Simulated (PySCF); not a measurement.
# Working out the excitation energy of Tl

Tl [Xe] 4f14 5d10 6s2 6p1 (2P) → Tl [Xe] 4f14 5d10 6s1 6p1 7s1 (4P). Calculation: PySCF 2.14, in aug-cc-pwCVDZ-PP with ECP60MDF (6s5p4d1f, 48 functions); scalar relativity through the core potential. Frozen: nothing. Energies in hartree (1 hartree = 27.21139 eV):

| part | Tl (lower) | Tl (upper) |
| --- | --- | --- |
| UHF | -171.512656 | -171.222118 |
| MP2 opposite-spin | -0.275217 | -0.227618 |
| MP2 same-spin | -0.148382 | -0.133777 |

Problem. What does Hartree-Fock give?

Solution. (-171.222118) − (-171.512656) = 0.290538 hartree = 7.906 eV.

Problem. What do MP2 and SCS-MP2 (6/5 opposite-spin, 1/3 same-spin) give?

Solution. The opposite-spin parts differ by 1.295 eV and the same-spin parts by 0.397 eV. MP2: 7.906 + (1.295) + (0.397) = 9.598 eV. SCS-MP2: 7.906 + 1.2 × (1.295) + (0.397)/3 = 9.592 eV.

The upper state lies above the first ionisation limit, but in LS coupling its spin forbids autoionisation to the ground ion; at this Z spin-orbit coupling breaks that rule. A Rydberg-like electron needs more diffuse functions than a valence basis has.

A double-zeta basis recovers only part of the correlation energy.
